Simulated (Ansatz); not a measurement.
`C=[C](N)[GaH2]` + H₂ → `C=[CH][GaH2]` + NH₃ at 400 K and 1 bar (hydrogenolysis of a C–N bond).

Computed with Ansatz on PBE0-D4/def2-TZVP structures; ΔE is electronic, products minus reactants. CCSD(T)/CBS adds triple-zeta CCSD(T) − MP2 to the extrapolated MP2 energy (def2 sets, frozen cores). This one scheme is used for every species. For Ga outer-core shells are correlated without core-valence functions, which leaves a few kJ/mol of doubt a bond. Scalar relativity is left out up to krypton. Each species was taken in one conformer, which may not be the lowest.

| species | CCSD(T)/CBS energy (Eh) | H − E (kJ/mol) | S (J/(mol·K)) |
| --- | --- | --- | --- |
| `C=[C](N)[GaH2]` | -2058.31399 | 219.5 | 358.3 |
| H₂ | -1.17544 | 38.0 | 139.0 |
| `C=[CH][GaH2]` | -2003.00582 | 168.4 | 322.2 |
| NH₃ | -56.50880 | 104.2 | 203.1 |

H − E and S are ideal-gas, rigid-rotor, harmonic terms from PBE0-D4/def2-TZVP, for one conformer and one mirror image of each species. For small species the MP2-based limit differs from directly extrapolated CCSD(T) by up to some mEh (0.8 for H₂); such offsets cancel only in part. 1 Eh = 2625.50 kJ/mol, R = 8.31446 J/(mol·K).

**Question.** By hand: ΔE, ΔH, ΔS and ΔG.

**Answer.** ΔE = (-2003.00582) + (-56.50880) − (-2058.31399) − (-1.17544) = -0.02519 Eh = -66.1 kJ/mol. Δ(H − E) = 168.4 + 104.2 − 219.5 − 38.0 = 15.1, so ΔH = -51.0 kJ/mol. ΔS = 322.2 + 203.1 − 358.3 − 139.0 = 28.0 J/(mol·K). ΔG = -51.0 − 400 × (28.0)/1000 = -62.2 kJ/mol.

**Question.** By hand: the equilibrium constant, and the temperature at which ΔG would vanish if ΔH and ΔS stayed fixed.

**Answer.** log₁₀ K = −ΔG/(RT ln 10) = 8.1. ΔH and −TΔS have one sign here, so there is no such temperature.

ΔH outweighs TΔS. A doubt of 5 kJ/mol in ΔE shifts log₁₀ K by 0.7 here. Other conformers and mirror images would add mixing entropy, several J/(mol·K) or more a flexible species. These are equilibria of isolated gas molecules and say nothing of rates. Largest T1 diagnostic: 0.013 (customary marks: 0.02 for closed shells, 0.045 for open ones).
